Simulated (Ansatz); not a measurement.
Cost and result for the atomization energy of `C#[C][SnH2][CH3]` (10 atoms, 9 bonds).

Cartesian coordinates in Å:
```
C 1.559 -1.933 1.322
C 1.196 -1.008 0.637
Sn 0.529 0.584 -0.538
C -1.591 0.698 -0.335
H 1.884 -2.749 1.926
H 1.297 1.998 0.031
H 0.996 0.265 -2.148
H -2.039 -0.236 -0.672
H -1.983 1.520 -0.934
H -1.848 0.861 0.711
```

The species carries charge 0 and has multiplicity 1. Correlated methods include outer-core shells of Sn, which these sets cover unevenly. Sn takes the def2 core potential. All single points use the PBE0-D4/def2-TZVP geometry. Program: Ansatz. All runs use 4 threads of a server CPU on a shared host. Times are those of one run each, without the atoms' runs, and a repeat can differ threefold. Electronic energies, without spin–orbit coupling; frozen cores. CCSD(T)/CBS adds CCSD(T) − MP2 in def2-TZVPP to the MP2 limit, and its time is that of the two runs behind it. T1 = 0.013. With those shells the extrapolation isn't a true limit. B3LYP takes the VWN-RPA correlation (the form of Gaussian; ORCA's B3LYP/G). HSE06 is the plane-wave form, built on full-range PBE exchange.

CCSD(T)/CBS is a level of theory with its own doubt, some kJ/mol a heavy atom from the limit and from the frozen cores, so smaller differences don't rank the functionals.

```
                             level  functions  wall time
   PBE-D4/def2-TZVPP (with forces)        227      1.8 s
                BLYP-D4/def2-TZVPP        227      1.8 s
                PBE0-D4/def2-TZVPP        227      2.1 s
           CAM-B3LYP-D4/def2-TZVPP        227      2.2 s
               HSE06-D4/def2-TZVPP        227      2.5 s
 B3LYP-D4/def2-TZVPP (with forces)        227      3.1 s
r2SCAN-D4/def2-TZVPP (with forces)        227      3.4 s
                  CCSD(T)/def2-SVP         98      4.1 s
                 B2PLYP/def2-TZVPP        227      4.3 s
  ωB97M-V/def2-TZVPP (with forces)        227        7 s
                    MP2/def2-QZVPP        433       14 s
                CCSD(T)/def2-TZVPP        227       64 s
                 CCSD(T)/CBS(def2)          –       78 s
```

(1) What atomization energy does each give, and how far from CCSD(T)/CBS? (Estimate.)

## Answers

(1) The calculation gave: 
| level | atomization (kJ/mol) | difference from CCSD(T)/CBS | per bond |
| --- | --- | --- | --- |
| PBE-D4/def2-TZVPP (with forces) | 3635.0 | 34.7 | 3.9 |
| BLYP-D4/def2-TZVPP | 3562.1 | -38.2 | -4.2 |
| PBE0-D4/def2-TZVPP | 3580.5 | -19.8 | -2.2 |
| CAM-B3LYP-D4/def2-TZVPP | 3587.5 | -12.8 | -1.4 |
| HSE06-D4/def2-TZVPP | 3581.7 | -18.6 | -2.1 |
| B3LYP-D4/def2-TZVPP (with forces) | 3572.8 | -27.5 | -3.1 |
| r2SCAN-D4/def2-TZVPP (with forces) | 3577.0 | -23.3 | -2.6 |
| CCSD(T)/def2-SVP | 3402.1 | -198.2 | -22.0 |
| B2PLYP/def2-TZVPP | 3547.5 | -52.8 | -5.9 |
| ωB97M-V/def2-TZVPP (with forces) | 3585.3 | -15.0 | -1.7 |
| MP2/def2-QZVPP | 3595.2 | -5.1 | -0.6 |
| CCSD(T)/def2-TZVPP | 3517.6 | -82.7 | -9.2 |
| CCSD(T)/CBS(def2) | 3600.3 | 0.0 | 0.0 |

At CCSD(T), def2-SVP lies −198.3 kJ/mol from the extrapolated value and def2-TZVPP −82.8 kJ/mol: correlation converges slowly with the basis, and small sets miss more of it in the bonded molecule than in its fragments. Leaving LDA and LC-ωPBE aside and taking each functional with its dispersion term where it has one, the values, not all of them listed here, spread over 153.1 kJ/mol, from BHLYP-D4 to PBE-D4. LDA lies +445.6 kJ/mol from PBE without D4, its usual overbinding. The D4 term adds +29.5 kJ/mol with B3LYP and +15.5 kJ/mol with PBE0; it sums over pairs of atoms, weighted by their polarisabilities, and B3LYP, whose exchange is more repulsive, gets the larger term.

Spin–orbit coupling would lower the free Sn atoms strongly, and the atomization energy with them, by more than many differences here. For some Ge, Se and Sn compounds the MP2-based and the directly extrapolated limit differ by 10 to 25 kJ/mol.
